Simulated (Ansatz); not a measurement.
Harmonic vibrations of `C[SiH](C)[S]` radical by finite differences.

```yaml
crystal:
  periodic: [false, false, false]
  atoms:
    - {symbol: C, position_ang: [-0.951802, 1.263667, -0.160285]}
    - {symbol: Si, position_ang: [-0.427032, -0.526801, -0.140456]}
    - {symbol: C, position_ang: [1.343239, -0.725182, 0.441077]}
    - {symbol: S, position_ang: [-0.476064, -1.397669, -2.088850]}
    - {symbol: H, position_ang: [-0.287448, 1.854273, -0.795095]}
    - {symbol: H, position_ang: [-0.926900, 1.678761, 0.851686]}
    - {symbol: H, position_ang: [-1.969213, 1.368761, -0.543143]}
    - {symbol: H, position_ang: [-1.342262, -1.297617, 0.747674]}
    - {symbol: H, position_ang: [2.033790, -0.193795, -0.216904]}
    - {symbol: H, position_ang: [1.435249, -0.305332, 1.447025]}
    - {symbol: H, position_ang: [1.633841, -1.776066, 0.477670]}
basis:
  gaussian: {orbitals: def2-TZVP}
magnetization: {spin_polarized: true, initial_magnetization: 1}
hamiltonian: {xc: pbe0, dispersion: d4}
phonons: {temperatures: {t_min: 298.15, t_max: 900, t_step: 200}}
```

```sh
$ ansatz run in.yaml --threads 4 --pin off --events-out ev --progress --plain --max-ram 10444MiB
```

It prints (some lines left out):

```
Functional definition: PBE0
mean field -20893.11723362 eV, -767.8078964721 hartree, gradient 5.9e-8 eV, S^2 0.755121; 2 other end points of the search recorded, 0 dependent functions left out
mean field -20893.11706188 eV, -767.8078901607 hartree, gradient 6.2e-6 eV, S^2 0.755121; 0 other end points of the search recorded, 0 dependent functions left out
mean field -20893.11709646 eV, -767.8078914313 hartree, gradient 6.2e-6 eV, S^2 0.755121; 0 other end points of the search recorded, 0 dependent functions left out
mean field -20893.11715011 eV, -767.8078934031 hartree, gradient 7.5e-6 eV, S^2 0.755121; 0 other end points of the search recorded, 0 dependent functions left out
mean field -20893.11707763 eV, -767.8078907395 hartree, gradient 7.3e-6 eV, S^2 0.755120; 0 other end points of the search recorded, 0 dependent functions left out
mean field -20893.11709011 eV, -767.8078911980 hartree, gradient 2.3e-6 eV, S^2 0.755122; 0 other end points of the search recorded, 0 dependent functions left out
mean field -20893.11706897 eV, -767.8078904211 hartree, gradient 2.3e-6 eV, S^2 0.755120; 0 other end points of the search recorded, 0 dependent functions left out
mean field -20893.11713858 eV, -767.8078929794 hartree, gradient 1.2e-6 eV, S^2 0.755118; 0 other end points of the search recorded, 0 dependent functions left out
mean field -20893.11715336 eV, -767.8078935227 hartree, gradient 1.1e-6 eV, S^2 0.755124; 0 other end points of the search recorded, 0 dependent functions left out
mean field -20893.11713274 eV, -767.8078927648 hartree, gradient 1.8e-6 eV, S^2 0.755122; 0 other end points of the search recorded, 0 dependent functions left out
mean field -20893.11714975 eV, -767.8078933899 hartree, gradient 2.0e-6 eV, S^2 0.755120; 0 other end points of the search recorded, 0 dependent functions left out
mean field -20893.11715139 eV, -767.8078934500 hartree, gradient 1.3e-6 eV, S^2 0.755120; 0 other end points of the search recorded, 0 dependent functions left out
mean field -20893.11715386 eV, -767.8078935408 hartree, gradient 1.2e-6 eV, S^2 0.755122; 0 other end points of the search recorded, 0 dependent functions left out
mean field -20893.11714955 eV, -767.8078933826 hartree, gradient 4.8e-6 eV, S^2 0.755124; 0 other end points of the search recorded, 0 dependent functions left out
mean field -20893.11708175 eV, -767.8078908908 hartree, gradient 5.1e-6 eV, S^2 0.755118; 0 other end points of the search recorded, 0 dependent functions left out
mean field -20893.11706696 eV, -767.8078903475 hartree, gradient 7.9e-6 eV, S^2 0.755120; 0 other end points of the search recorded, 0 dependent functions left out
mean field -20893.11708281 eV, -767.8078909298 hartree, gradient 7.8e-6 eV, S^2 0.755121; 0 other end points of the search recorded, 0 dependent functions left out
mean field -20893.11710723 eV, -767.8078918272 hartree, gradient 2.4e-6 eV, S^2 0.755121; 0 other end points of the search recorded, 0 dependent functions left out
mean field -20893.11706194 eV, -767.8078901628 hartree, gradient 2.2e-6 eV, S^2 0.755120; 0 other end points of the search recorded, 0 dependent functions left out
mean field -20893.11721764 eV, -767.8078958849 hartree, gradient 6.3e-6 eV, S^2 0.755121; 0 other end points of the search recorded, 0 dependent functions left out
mean field -20893.11724520 eV, -767.8078968976 hartree, gradient 6.3e-6 eV, S^2 0.755120; 0 other end points of the search recorded, 0 dependent functions left out
mean field -20893.11718987 eV, -767.8078948644 hartree, gradient 9.4e-6 eV, S^2 0.755120; 0 other end points of the search recorded, 0 dependent functions left out
mean field -20893.11725792 eV, -767.8078973651 hartree, gradient 9.3e-6 eV, S^2 0.755122; 0 other end points of the search recorded, 0 dependent functions left out
mean field -20893.11715283 eV, -767.8078935031 hartree, gradient 5.4e-6 eV, S^2 0.755120; 0 other end points of the search recorded, 0 dependent functions left out
mean field -20893.11723812 eV, -767.8078966373 hartree, gradient 5.5e-6 eV, S^2 0.755121; 0 other end points of the search recorded, 0 dependent functions left out
mean field -20893.11718164 eV, -767.8078945618 hartree, gradient 9.5e-7 eV, S^2 0.755121; 0 other end points of the search recorded, 0 dependent functions left out
mean field -20893.11719234 eV, -767.8078949552 hartree, gradient 1.0e-6 eV, S^2 0.755121; 0 other end points of the search recorded, 0 dependent functions left out
mean field -20893.11720472 eV, -767.8078954099 hartree, gradient 7.6e-7 eV, S^2 0.755121; 0 other end points of the search recorded, 0 dependent functions left out
mean field -20893.11718578 eV, -767.8078947141 hartree, gradient 7.5e-7 eV, S^2 0.755121; 0 other end points of the search recorded, 0 dependent functions left out
mean field -20893.11719176 eV, -767.8078949338 hartree, gradient 1.2e-6 eV, S^2 0.755121; 0 other end points of the search recorded, 0 dependent functions left out
mean field -20893.11718804 eV, -767.8078947969 hartree, gradient 1.2e-6 eV, S^2 0.755121; 0 other end points of the search recorded, 0 dependent functions left out
mean field -20893.11721661 eV, -767.8078958468 hartree, gradient 2.8e-6 eV, S^2 0.755121; 0 other end points of the search recorded, 0 dependent functions left out
mean field -20893.11722510 eV, -767.8078961590 hartree, gradient 7.8e-7 eV, S^2 0.755121; 0 other end points of the search recorded, 0 dependent functions left out
mean field -20893.11721715 eV, -767.8078958667 hartree, gradient 5.7e-6 eV, S^2 0.755121; 0 other end points of the search recorded, 0 dependent functions left out
mean field -20893.11720179 eV, -767.8078953024 hartree, gradient 5.9e-6 eV, S^2 0.755121; 0 other end points of the search recorded, 0 dependent functions left out
mean field -20893.11714233 eV, -767.8078931172 hartree, gradient 1.1e-6 eV, S^2 0.755121; 0 other end points of the search recorded, 0 dependent functions left out
mean field -20893.11714488 eV, -767.8078932107 hartree, gradient 1.3e-6 eV, S^2 0.755121; 0 other end points of the search recorded, 0 dependent functions left out
mean field -20893.11713865 eV, -767.8078929820 hartree, gradient 1.2e-6 eV, S^2 0.755121; 0 other end points of the search recorded, 0 dependent functions left out
mean field -20893.11714390 eV, -767.8078931747 hartree, gradient 1.2e-6 eV, S^2 0.755121; 0 other end points of the search recorded, 0 dependent functions left out
mean field -20893.11722790 eV, -767.8078962617 hartree, gradient 9.9e-7 eV, S^2 0.755121; 0 other end points of the search recorded, 0 dependent functions left out
mean field -20893.11721476 eV, -767.8078957791 hartree, gradient 2.9e-6 eV, S^2 0.755121; 0 other end points of the search recorded, 0 dependent functions left out
mean field -20893.11721055 eV, -767.8078956243 hartree, gradient 1.1e-6 eV, S^2 0.755121; 0 other end points of the search recorded, 0 dependent functions left out
mean field -20893.11720841 eV, -767.8078955456 hartree, gradient 2.7e-6 eV, S^2 0.755121; 0 other end points of the search recorded, 0 dependent functions left out
mean field -20893.11720609 eV, -767.8078954603 hartree, gradient 3.6e-6 eV, S^2 0.755121; 0 other end points of the search recorded, 0 dependent functions left out
mean field -20893.11721280 eV, -767.8078957070 hartree, gradient 3.5e-6 eV, S^2 0.755121; 0 other end points of the search recorded, 0 dependent functions left out
mean field -20893.11721040 eV, -767.8078956187 hartree, gradient 6.3e-6 eV, S^2 0.755121; 0 other end points of the search recorded, 0 dependent functions left out
mean field -20893.11721854 eV, -767.8078959180 hartree, gradient 6.4e-6 eV, S^2 0.755121; 0 other end points of the search recorded, 0 dependent functions left out
mean field -20893.11721082 eV, -767.8078956341 hartree, gradient 7.0e-6 eV, S^2 0.755121; 0 other end points of the search recorded, 0 dependent functions left out
mean field -20893.11721283 eV, -767.8078957081 hartree, gradient 7.2e-6 eV, S^2 0.755120; 0 other end points of the search recorded, 0 dependent functions left out
mean field -20893.11719290 eV, -767.8078949757 hartree, gradient 3.9e-6 eV, S^2 0.755121; 0 other end points of the search recorded, 0 dependent functions left out
mean field -20893.11717765 eV, -767.8078944150 hartree, gradient 3.9e-6 eV, S^2 0.755121; 0 other end points of the search recorded, 0 dependent functions left out
mean field -20893.11719628 eV, -767.8078950997 hartree, gradient 2.6e-6 eV, S^2 0.755121; 0 other end points of the search recorded, 0 dependent functions left out
mean field -20893.11720167 eV, -767.8078952980 hartree, gradient 8.5e-7 eV, S^2 0.755121; 0 other end points of the search recorded, 0 dependent functions left out
mean field -20893.11719236 eV, -767.8078949559 hartree, gradient 1.0e-6 eV, S^2 0.755121; 0 other end points of the search recorded, 0 dependent functions left out
mean field -20893.11718273 eV, -767.8078946019 hartree, gradient 3.0e-6 eV, S^2 0.755121; 0 other end points of the search recorded, 0 dependent functions left out
mean field -20893.11722969 eV, -767.8078963276 hartree, gradient 4.8e-6 eV, S^2 0.755120; 0 other end points of the search recorded, 0 dependent functions left out
mean field -20893.11721408 eV, -767.8078957540 hartree, gradient 4.8e-6 eV, S^2 0.755121; 0 other end points of the search recorded, 0 dependent functions left out
mean field -20893.11720605 eV, -767.8078954587 hartree, gradient 4.7e-6 eV, S^2 0.755121; 0 other end points of the search recorded, 0 dependent functions left out
mean field -20893.11720937 eV, -767.8078955810 hartree, gradient 4.7e-6 eV, S^2 0.755121; 0 other end points of the search recorded, 0 dependent functions left out
mean field -20893.11714579 eV, -767.8078932442 hartree, gradient 1.3e-6 eV, S^2 0.755121; 0 other end points of the search recorded, 0 dependent functions left out
mean field -20893.11714293 eV, -767.8078931393 hartree, gradient 1.4e-6 eV, S^2 0.755121; 0 other end points of the search recorded, 0 dependent functions left out
mean field -20893.11722035 eV, -767.8078959844 hartree, gradient 4.4e-6 eV, S^2 0.755121; 0 other end points of the search recorded, 0 dependent functions left out
mean field -20893.11721078 eV, -767.8078956326 hartree, gradient 4.4e-6 eV, S^2 0.755121; 0 other end points of the search recorded, 0 dependent functions left out
mean field -20893.11713388 eV, -767.8078928067 hartree, gradient 1.4e-6 eV, S^2 0.755121; 0 other end points of the search recorded, 0 dependent functions left out
mean field -20893.11713593 eV, -767.8078928819 hartree, gradient 1.1e-6 eV, S^2 0.755121; 0 other end points of the search recorded, 0 dependent functions left out
mean field -20893.11722434 eV, -767.8078961308 hartree, gradient 4.8e-6 eV, S^2 0.755121; 0 other end points of the search recorded, 0 dependent functions left out
mean field -20893.11721710 eV, -767.8078958649 hartree, gradient 4.0e-6 eV, S^2 0.755121; 0 other end points of the search recorded, 0 dependent functions left out
Total energy: -20893.32056373 eV, -767.8153687158 hartree
Atom 0 at    -0.951802     1.263667    -0.160285 Å, force    -0.000199     0.001643     0.001881 eV/Å
Atom 1 at    -0.427032    -0.526801    -0.140456 Å, force    -0.000434    -0.001082    -0.002580 eV/Å
Atom 2 at     1.343239    -0.725182     0.441077 Å, force     0.002122    -0.000001     0.002153 eV/Å
Atom 3 at    -0.476064    -1.397669    -2.088850 Å, force    -0.000304     0.000546     0.002598 eV/Å
Atom 4 at    -0.287448     1.854273    -0.795095 Å, force    -0.000444    -0.000198     0.000475 eV/Å
Atom 5 at    -0.926900     1.678761     0.851686 Å, force     0.000285    -0.000304    -0.001332 eV/Å
Atom 6 at    -1.969213     1.368761    -0.543143 Å, force     0.000831    -0.000589    -0.000285 eV/Å
Atom 7 at    -1.342262    -1.297617     0.747674 Å, force    -0.000159    -0.000586    -0.000959 eV/Å
Atom 8 at     2.033790    -0.193795    -0.216904 Å, force    -0.000640    -0.000306     0.000285 eV/Å
Atom 9 at     1.435249    -0.305332     1.447025 Å, force    -0.000135     0.000334    -0.001784 eV/Å
Atom 10 at     1.633841    -1.776066     0.477670 Å, force    -0.000924     0.000544    -0.000453 eV/Å
Dipole moment:     0.117796     0.243956     0.297269 e Å
Vibrations: 125.43 151.74 162.66 170.89 217.56 481.79 503.45 618.91 660.86 701.21 759.06 853.32 876.23 905.71 1260.84 1273.12 1434.88 1441.03 1443.53 1456.43 2194.99 3046.99 3050.99 3130.64 3134.84 3142.59 3153.04 cm⁻¹, zero-point energy 2.253581 eV
```

Run time 2.3 min (4 threads of an Arm Neoverse V2 on a shared host); peak host memory 0.75 GiB.
